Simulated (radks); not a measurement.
The table gives one normalised radial function P(r) = r R(r) of Co21+ in [He] 2s2 2p2 (r in bohr). Calculated with a radial shooting solver on a logarithmic mesh with Libxc functionals: non-relativistic Kohn-Sham, revTPSS, spin-polarised, spherical densities, point nucleus; open shells are filled with parallel spins first; meta-GGA in the generalised Kohn-Sham scheme.

r	P
0.002731	0.2271
0.003309	0.2708
0.004042	0.3241
0.004897	0.3835
0.005934	0.4514
0.00719	0.5280
0.008711	0.6126
0.01056	0.7039
0.01289	0.8030
0.01562	0.8968
0.01893	0.9819
0.02293	1.0478
0.02779	1.0804
0.03367	1.0622
0.04113	0.9681
0.04983	0.7853
0.06038	0.4967
0.07316	0.0985
0.08864	-0.3943
0.1074	-0.9410
0.1301	-1.4738
0.159	-1.9184
0.1926	-2.1429
0.2334	-2.1125
0.2828	-1.8310
0.3426	-1.3758
0.4151	-0.8792
0.5071	-0.4513
0.6144	-0.1889
0.7444	-0.0603

Which n and l does it have? It may be an empty orbital.

Answer. n = 2, l = 0: the number of nodes gives n - l - 1 = 1, the rise at small r (about r^(l+1)) gives l, and the extent must fit the shell. The curve is that of 2s down; the table hardly tells the two spins apart. 2s down: eigenvalue -1838.2 eV, 1 radial node at r = 0.0762 bohr, <r> = 0.242 bohr, 90 % of the charge inside 0.370 bohr.
